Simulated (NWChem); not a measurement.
System: BH2Br; SMILES BBr

Input file for NWChem:

```
start job
memory heap 200 mb stack 900 mb global 1100 mb
geometry units angstroms
  B      0.000000     0.000000    -1.523175
  H      0.000000     1.069568    -2.089682
  H      0.000000    -1.069568    -2.089682
  Br     0.000000     0.000000     0.376822
end
basis spherical
  * library 3-21g
end
dft
  xc b3lyp
  iterations 150
end
driver
  maxiter 120
end
task dft optimize
task dft freq
```

Parts of the log:

```
             Northwest Computational Chemistry Package (NWChem) 7.3.0
             --------------------------------------------------------

 C2V symmetry detected

                             Geometry "geometry" -> ""
                             -------------------------

 Output coordinates in angstroms (scale by  1.889725989 to convert to a.u.)

  No.       Tag          Charge          X              Y              Z
 ---- ---------------- ---------- -------------- -------------- --------------
    1 B                    5.0000     0.00000000     0.00000000    -1.55635431
    2 H                    1.0000     0.00000000     1.06956800    -2.12286131
    3 H                    1.0000     0.00000000    -1.06956800    -2.12286131
    4 Br                  35.0000     0.00000000     0.00000000     0.34364269

 Effective nuclear repulsion energy (a.u.)      67.1381180418

      Symmetry information
      --------------------

 Group name             C2v
 Group number             16
 Group order               4
 No. of unique centers     3

                                Z-matrix (autoz)
                                --------

 Units are Angstrom for bonds and degrees for angles

      Type          Name      I     J     K     L     M      Value
      ----------- --------  ----- ----- ----- ----- ----- ----------
    1 Stretch                  1     2                       1.21033
    2 Stretch                  1     3                       1.21033
    3 Stretch                  1     4                       1.90000
    4 Bend                     2     1     3               124.18327
    5 Bend                     2     1     4               117.90836
    6 Bend                     3     1     4               117.90836
    7 Torsion                  2     1     3     4         180.00000
    8 Torsion                  2     1     4     3         180.00000
    9 Torsion                  3     1     2     4         180.00000
   10 Torsion                  2     4     1     3         180.00000
   11 Torsion                  3     2     1     4         180.00000
   12 Torsion                  2     3     1     4         180.00000

                           NWChem Geometry Optimization
                           ----------------------------

[...]

      ----------------------
      Optimization converged
      ----------------------

  Step       Energy      Delta E   Gmax     Grms     Xrms     Xmax
  ---- ---------------- -------- -------- -------- -------- --------
@    4   -2587.70893051 -4.6D-07  0.00010  0.00004  0.00057  0.00106
                                     ok       ok       ok       ok

                                Z-matrix (autoz)
                                --------

 Units are Angstrom for bonds and degrees for angles

      Type          Name      I     J     K     L     M      Value     Gradient
      ----------- --------  ----- ----- ----- ----- ----- ---------- ----------
    1 Stretch                  1     2                       1.18578   -0.00001
    2 Stretch                  1     3                       1.18578   -0.00001
    3 Stretch                  1     4                       1.93470    0.00010
    4 Bend                     2     1     3               125.02908   -0.00005
    5 Bend                     2     1     4               117.48546    0.00003
    6 Bend                     3     1     4               117.48546    0.00003
    7 Torsion                  2     1     3     4         180.00000    0.00000
    8 Torsion                  2     1     4     3         180.00000    0.00000
    9 Torsion                  3     1     2     4         180.00000    0.00000
   10 Torsion                  2     4     1     3         180.00000    0.00000
   11 Torsion                  3     2     1     4         180.00000    0.00000
   12 Torsion                  2     3     1     4         180.00000    0.00000

                         Geometry "geometry" -> "geometry"
                         ---------------------------------

[...]

 Rotational Constants
 --------------------
 A=   7.557959 cm-1  ( 10.873974 K)
 B=   0.365032 cm-1  (  0.525188 K)
 C=   0.348214 cm-1  (  0.500991 K)

 Temperature                      =   298.15K
 frequency scaling parameter      =   1.0000

 Zero-Point correction to Energy  =   13.111 kcal/mol  (  0.020893 au)
 Thermal correction to Energy     =   15.054 kcal/mol  (  0.023991 au)
 Thermal correction to Enthalpy   =   15.647 kcal/mol  (  0.024934 au)

 Total Entropy                    =   58.869 cal/mol-K
   - Translational                =   39.482 cal/mol-K (mol. weight =  92.9415)
   - Rotational                   =   18.671 cal/mol-K (symmetry #  =        2)
   - Vibrational                  =    0.715 cal/mol-K

 Cv (constant volume heat capacity) =    8.094 cal/mol-K
   - Translational                  =    2.979 cal/mol-K
   - Rotational                     =    2.979 cal/mol-K
   - Vibrational                    =    2.135 cal/mol-K

[normal modes left out]

 ----------------------------------------------------------------------------
 Normal Eigenvalue ||           Projected Infra Red Intensities
  Mode   [cm**-1]  || [atomic units] [(debye/angs)**2] [(KM/mol)] [arbitrary]
 ------ ---------- || -------------- ----------------- ---------- -----------
    1       -0.000 ||    0.000230           0.005         0.225       0.090
    2       -0.000 ||    0.000045           0.001         0.044       0.018
    3       -0.000 ||    0.000000           0.000         0.000       0.000
    4       -0.000 ||    0.000036           0.001         0.035       0.014
    5        0.000 ||    0.000039           0.001         0.038       0.015
    6        0.000 ||    0.000195           0.005         0.190       0.076
    7      625.461 ||    0.049489           1.142        48.244      19.240
    8      847.020 ||    0.003479           0.080         3.392       1.353
    9      990.787 ||    0.026319           0.607        25.657      10.232
   10     1218.909 ||    0.079711           1.839        77.706      30.989
   11     2682.639 ||    0.065261           1.506        63.620      25.372
   12     2810.691 ||    0.083858           1.935        81.749      32.602
 ----------------------------------------------------------------------------
```

Level: B3LYP/3-21G. This build's default masses of Se (78.918 u) and Br (79.917 u) are each other's, which moves their modes by up to 0.6 %. B3LYP is NWChem's, with the RPA form of VWN correlation.
